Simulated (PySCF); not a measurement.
# `F[C@@H]1C[C@@H]1[C@@H](F)Br`, C₄H₅BrF₂

Geometry (Å), atoms numbered from 1 in this order:
```xyz
12

F    -0.4916    1.6984    0.9644
C    -0.9331    0.8834   -0.0311
C    -1.1972   -0.5427    0.3123
C     0.0048   -0.1774   -0.5261
C     1.3649   -0.2845    0.0937
F     1.8059   -1.5671    0.0838
Br    2.6677    0.7879   -0.9203
H    -1.5596    1.4372   -0.7179
H    -1.0172   -0.8447    1.3329
H    -2.0224   -1.0471   -0.1636
H    -0.0170   -0.4190   -1.5817
H     1.3958    0.0749    1.1276
```

Computed, not measured: TDDFT BHandHLYP/def2-SVPD circular dichroism and optical rotation, one conformer, gas phase in PySCF 2.14.0. Geometry: GFN2-xTB.

The molecule is flexible and this is one conformer; a measurement averages over conformers. The calculation is non-relativistic, which matters for the atoms heavier than Zn. States above about 9.4 eV (minus the energy of the highest occupied orbital) lie near or above the ionisation threshold and depend on the basis.

Draw the ECD and absorption spectra from the lowest 16 states, each a Gaussian of half-width 0.25 eV at 1/e height.


| E (eV) | λ (nm) | Δε (L mol⁻¹ cm⁻¹) | ε (L mol⁻¹ cm⁻¹) |
| --- | --- | --- | --- |
| 5.78 | 214 | -0.02 | 1.65 |
| 5.88 | 211 | -0.08 | 7.53 |
| 5.98 | 207 | -0.23 | 25.7 |
| 6.08 | 204 | -0.44 | 66.1 |
| 6.18 | 200 | -0.52 | 129 |
| 6.28 | 197 | -0.27 | 192 |
| 6.38 | 194 | +0.22 | 216 |
| 6.48 | 191 | +0.57 | 184 |
| 6.58 | 188 | +0.55 | 118 |
| 6.68 | 185 | +0.33 | 55.9 |
| 6.78 | 183 | +0.13 | 19.7 |
| 6.88 | 180 | +0.04 | 5.08 |
| 6.98 | 178 | +0.01 | 0.961 |
| 7.08 | 175 | 0.00 | 0.133 |
| 7.18 | 173 | 0.00 | 0 |
| 7.28 | 170 | 0.00 | 0 |
| 7.38 | 168 | 0.00 | 0.0556 |
| 7.48 | 166 | 0.00 | 0.733 |
| 7.58 | 163 | -0.01 | 7.18 |
| 7.68 | 161 | -0.05 | 52.5 |
| 7.78 | 159 | -0.24 | 289 |
| 7.88 | 157 | -1.02 | 1200 |
| 7.98 | 155 | -3.39 | 3820 |
| 8.08 | 153 | -8.86 | 9270 |
| 8.18 | 151 | -18.09 | 17200 |
| 8.28 | 150 | -28.24 | 24300 |
| 8.38 | 148 | -32.88 | 26200 |
| 8.48 | 146 | -27.42 | 21900 |
| 8.58 | 144 | -14.07 | 15100 |
| 8.68 | 143 | +0.84 | 9850 |
| 8.78 | 141 | +12.33 | 7350 |
| 8.88 | 140 | +17.24 | 6460 |
| 8.98 | 138 | +13.62 | 6430 |
| 9.08 | 136 | +2.67 | 7360 |
| 9.18 | 135 | -11.03 | 9010 |
| 9.28 | 134 | -22.14 | 10100 |

Δε uses R in velocity form, ε uses f in length form. Only the states computed contribute, so the short-wavelength end is incomplete.
